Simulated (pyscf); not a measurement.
PySCF, gas phase, ωB97X-D3(BJ)/def2-SVP geometries. MP2 and CC: frozen core, UHF for open shells. ΔMP2 is the change of the MP2 total energy from the triple- to the quadruple-zeta basis.

Problem. Estimate the classical barrier height and the reaction energy of [HN–SiH=NH]• → [HN=Si–NH₂]• at CCSD(T)/def2-TZVPP + ΔMP2(QZVPP). The step runs on the doublet surface, breaks H–Si and forms H–N; take the reactant's lowest minimum found as zero.

Solution. ΔE‡ = 27.2 kcal/mol, ΔE = -31.7 kcal/mol. Zero-point energy shifts the barrier by -1.3 kcal/mol. It is a hydrogen shift, with an imaginary mode of 1645i cm⁻¹. On the reactant side the descent ends in a point that may be a rotor saddle (no frequency run), 1.5 kcal/mol over the lowest minimum found and 28.0 kcal/mol under the saddle at ωB97X-D3(BJ)/def2-TZVP. At ωB97X-D3(BJ)/def2-TZVP the barrier from the zero used here is 29.4 kcal/mol. One saddle was located; it need not be the lowest between these sides. The CCSD(T) − MP2 part came from Ansatz, without density fitting, on the same reference. A UHF reference is spin-contaminated (<S²> up to 1.10), which harms MP2 most.
